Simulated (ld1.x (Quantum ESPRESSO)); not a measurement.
# tungsten (W): one change to a TM potential, before and after

```json
{"Element": "tungsten", "Generator": "ld1.x (Quantum ESPRESSO) 7.5", "Type": "norm-conserving Troullier–Martins (Kleinman–Bylander form)", "Functional": "PBEsol", "Relativity": "scalar-relativistic", "Frozen core": "[Xe] 4f14", "Valence charge": "6", "Reference configuration": "5d4 6s1.5 6p0 (charge +0.5)", "Partial waves": "6p (bound, empty): rc 2.70 bohr; 5d (bound): rc 2.15 bohr; 6s (bound): rc 2.05 bohr", "Local potential": "the s channel", "Core correction": "none"}
```

All-electron outer shells of the reference configuration (PBEsol, scalar-relativistic, ld1.x):

```tsv
shell	level (eV)	outermost node (bohr)	outermost maximum (bohr)
4f	-36.84	–	0.43
6s	-8.90	1.28	2.61
5d	-8.02	0.63	1.49
6p	-3.95	1.53	3.48
```

Change: all radii scaled by about 0.84 (s 1.72, p 2.26, d 1.80 bohr).

Cutoffs: the cutoffs (Ry, on a coarse ladder) from which the occupation-weighted sum of valence levels, in a spherical-Bessel basis at the reference potential, stays within 10 and 1 mRy of its value at 400 Ry; they do not see the model core or the augmentation charge, which bear on the density cutoff. Errors are all-electron minus pseudo energies relative to the spin-unpolarised reference configuration.

**Question.** How do hardness, ghosts and transferability respond?

**Answer.** The potential gets harder (30 Ry and 45 Ry → 70 Ry and 110 Ry); a bound ghost appears in p, s, which as a rule spoils a file; of the 7 tests that both files solve, the error grows in 6 and shrinks in 1 by more than 15 % and 0.3 meV (median size 10.9 → 142.6 meV). A smaller radius makes the pseudo-wave follow the all-electron one further in, where it bends more sharply, so more plane waves are needed.

```tsv
quantity	base	changed
cutoff, loose	30 Ry	70 Ry
cutoff, tight	45 Ry	110 Ry
loose cutoff by channel (10 mRy a level)	d 25 Ry, s 15 Ry	d 25 Ry, s 55 Ry
bound ghosts	none	p, s (extra level of the local part)
error for 5d4 6s2 6p0, meV [ΔE -3.65 eV]	+1.4	+5.8
error for 5d4 6s1 6p0, meV [ΔE 5.27 eV]	-1.4	+7.9
error for 5d4 6s0 6p0, meV [ΔE 20.97 eV]	+11	+175
error for 5d5 6s0 6p0, meV [ΔE 6.07 eV]	-14	+186
error for 5d3 6s2 6p0, meV [ΔE 5.22 eV]	+11	+441
error for 5d2 6s0 6p0, meV [ΔE 83.60 eV]	-134	-104
error for 5d4 6s0 6p1, meV [ΔE 10.78 eV]	+3.6	+143
```

Changed file: These tests converged, but a pseudo level misses the all-electron one widely, so the file describes the atom poorly there or has found another state: 5d2 6s0 6p0: empty 6s by 4.0 eV (a node warning on the way). A true bound ghost makes a file unfit for plane-wave use even where its test errors are small: the radial tests pick states by their node count and pass the ghost by.
